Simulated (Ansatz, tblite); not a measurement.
Cost and result up the ladder for the cluster Zr₄O₈ (the lowest singlet isomer of a short search) (12 atoms). Charge 0, multiplicity 1. Geometry: PBE-D4/def2-SVP.

```xyz
12

Zr   -0.753   -2.145   -1.411
Zr    0.956    1.511    1.562
Zr    0.989    0.183   -1.261
Zr   -1.491   -0.165    0.592
O     0.273   -1.184    0.142
O    -0.313    1.410   -0.154
O     1.142    3.186    2.130
O     2.262    0.801    0.043
O     1.009   -1.602   -2.238
O    -2.103   -2.040    0.089
O    -0.706    0.385    2.261
O    -1.264   -0.339   -1.755
```

Ansatz on 4 threads of Arm Neoverse V1 on a shared host; xTB runs through tblite on one thread. Times are rough, summed over both states, and most runs start from the orbitals of an earlier one. PBE-QIDH/def2-TZVP serves as the yardstick here, not as an exact answer. Differences are given only for rows in sets of like size (and for xTB, whose basis is part of the method), since another set adds its own error. The other state is a quintet at its own geometry.

In the def2 sets Zr takes a core potential; there is no spin–orbit coupling. The xTB rows come from tblite. Correlated methods freeze 8 core orbitals; core or outer-core shells of Zr are correlated, in sets that lack core-valence functions. The rows differ in basis, and correlated rows in double-zeta sets carry the largest basis error. The structure comes from a short search, and lower isomers may exist.

Second-order perturbation terms are unreliable where d shells bring near-degenerate states, and here PBE-QIDH/def2-TZVP, MP2/def2-SVP lie more than 0.4 eV from the median of the functionals without such a term.

Correlated methods converge slowly with the basis, most of all in double-zeta sets.

xTB has no spin-polarisation term.

| level | functions | quintet − singlet (eV) | difference from PBE-QIDH/def2-TZVP (eV) | remarks |
| --- | --- | --- | --- | --- |
| GFN1-xTB | 68 | 6.64 | 0.02 | – |
| MP2/def2-SVP | 236 | 7.92 | – | – |
| PBE-QIDH/def2-TZVP (with forces) | 408 | 6.62 | 0.00 | test for broken spin undecided (singlet) |
| PBE0-D4/def2-TZVP | 408 | 5.98 | -0.64 | – |
| revPBE-D4/def2-TZVP | 408 | 6.00 | -0.62 | – |
| PBE-D4/def2-TZVP | 408 | 6.11 | -0.51 | – |
| GFN2-xTB | 68 | 7.09 | 0.47 | – |

Question: Estimate how long each takes.

Answer: GFN1-xTB 0.041 s; GFN2-xTB 0.067 s; MP2/def2-SVP 47 s; revPBE-D4/def2-TZVP 66 s; PBE-D4/def2-TZVP 67 s; PBE0-D4/def2-TZVP 2.6 min; PBE-QIDH/def2-TZVP (with forces) 6.2 min. On shared hardware such times vary by a factor of up to 3.
